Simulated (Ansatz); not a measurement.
Consider the ligand exchange at the Si–O bond: `CO[SiH2]F` + `CO[SiH](F)S` → `CO[SiH](F)S[SiH2]F` + CH₃OH.

Gas-phase electronic energies from Ansatz, PBE0-D4/def2-TZVP geometries. CCSD(T)/CBS adds triple-zeta CCSD(T) − MP2 to the extrapolated MP2 energy (def2 sets, frozen cores). This one scheme is used for every species. Functionals use def2-TZVPP. B3LYP here is the variant with VWN-RPA as its local correlation; programs differ in this. One conformer a species, not always the lowest.

| level | ΔE (kJ/mol) |
| --- | --- |
| r2SCAN-D4 | 38.2 |
| PBE0-D4 | 30.6 |
| r2SCAN | 39.9 |
| B3LYP | 52.0 |
| HF/def2-TZVPP | 63.6 |
| HF/def2-QZVPP | 64.7 |
| MP2/def2-QZVPP | 40.5 |
| MP2/CBS(def2) | 38.2 |

(1) What does CCSD(T)/CBS give? (Best estimate.)

Largest T1 diagnostic among the species: 0.012.

## Answers

(1) Ansatz gave: +41.3 kJ/mol. The listed levels differ from it by -3.1, -10.7, -1.4, 10.7, 22.3, 23.4, -0.8, -3.1 kJ/mol.

The D4 term adds −9.2 kJ/mol with B3LYP and −5.4 kJ/mol with PBE0; it sums over pairs of atoms, weighted by their polarisabilities, and B3LYP, whose exchange is more repulsive, gets the larger term. In def2-TZVPP, CCSD(T) changes the Hartree–Fock value by −17.8 kJ/mol (the triples alone add −3.7 kJ/mol) and MP2 by −20.8 kJ/mol.
